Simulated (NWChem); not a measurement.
System: SiHF, singlet; SMILES F[SiH]

Program: NWChem. Pople sets run with spherical d functions. Low-valent species are run as closed-shell singlets; no triplet was tried in these runs. Structure relaxed at the PBE-D3(BJ)/def2-SVP level. Ions are spin-unrestricted doublets at the neutral geometry; other ion states weren't tried.

| level | vertical ionisation energy, ΔSCF (eV) | −ε(HOMO) (eV) | ΔSCF minus −ε(HOMO) (eV) |
|---|---|---|---|
| B3LYP/6-31+G* | 9.79 | 6.96 | 2.83 |
| PBE/6-31+G* | 9.60 | 5.99 | 3.61 |
| PBE0/6-31+G* | 9.70 | 7.12 | 2.58 |
| BHandHLYP/6-31+G* | 9.74 | 8.16 | 1.58 |
| r2SCAN/6-31+G* | 9.58 | 6.21 | 3.37 |
